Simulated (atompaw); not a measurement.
# PBEsol PAW (atompaw) dataset for Cu (Z = 29), scalar-relativistic all-electron reference.

copper (Cu), PAW, made with atompaw 4.2.0.5 (PBEsol, scalar-relativistic). Core [Ar], reference 3d10 4s0 4p0 (charge +1). Waves: 4s (bound, empty): rc 2.75 bohr; 4s channel at 4.1 Ry: rc 2.75 bohr; 4p (bound, empty): rc 2.75 bohr; 4p channel at 4.1 Ry: rc 2.75 bohr; 3d (bound): rc 1.50 bohr; 3d channel at -0.5 Ry: rc 1.50 bohr. Local part: troulliermartins scheme with l = 3 at 1 Ry, radius 1.95 bohr. Core correction: smooth core density matched at 2.15 bohr. Augmentation charge: besselshape compensation charge, radius 2.00 bohr; PAW radius 2.75 bohr; waves and projectors: custom polynom2 7 10 vanderbiltortho.

- Cutoffs needed: 200 Ry and over 300 Ry (the cutoffs (Ry, on a coarse ladder) from which the occupation-weighted sum of valence levels, in a spherical-Bessel basis at the reference potential, stays within 10 and 1 mRy of its value at 400 Ry)
- Ghost test: no extra level below or beside the all-electron valence levels (s, p, d, f tested) (spherical-Bessel basis up to 400 Ry, 20 bohr box)
- Lowest eigenvalue of the overlap operator: 0.61 (s channel)
- Overlap eigenvalues printed by atompaw (projector basis): 0.548, 1.81, 4.02, 1.41e+03, 2.12e+03, 5.96e+03
- Share of each valence orbital outside the PAW sphere: 4s 38 %, 4p 66 %, 3d 2 %
